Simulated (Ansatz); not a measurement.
A structure relaxed at PBE-D4/def2-SVP in Ansatz, charge 0, singlet:

```xyz
13

Mo    0.261   -0.198    0.229
Ge   -1.509    1.499   -1.390
Ge   -1.846   -2.111   -0.212
Ge    0.110   -2.892    1.060
Ge    2.455   -1.240    0.715
Ge   -0.634   -0.870   -2.125
Ge   -1.375   -0.795    2.168
Ge    2.034   -0.925   -1.836
Ge   -0.110    3.706   -1.539
Ge    1.233    1.518   -1.717
Ge    1.051   -1.512    2.919
Ge   -2.029    1.491    1.126
Ge    0.358    2.328    0.601
```

Problem. Give its formula.

Solution. Ge₁₂Mo.

Problem. Summarise the bond lengths by kind (pairs closer than 1.2 times the sum of covalent radii, bridged metal pairs left out).

Solution. 20 × Ge–Ge 2.46 to 2.85 Å; 11 × Ge–Mo 2.48 to 3.10 Å. The metal has 11 neighbours: Ge 2.94 Å, Ge 2.88 Å, Ge 2.82 Å, Ge 2.48 Å, Ge 2.61 Å, Ge 2.61 Å, Ge 2.82 Å, Ge 2.77 Å, Ge 3.10 Å, Ge 2.98 Å, Ge 2.56 Å.

In the def2 sets Mo takes a core potential; there is no spin–orbit coupling. Single mean-field runs in def2-SVP are fitted with def2-universal-jkfit. The restricted singlet is unstable towards broken spin symmetry in Hartree–Fock (as tested in another run); at PBE-D4/def2-SVP this wasn't settled. Another isomer (singlet) lies 1.20 eV lower at PBE0-D4/def2-TZVP; other spin states weren't run for this one.
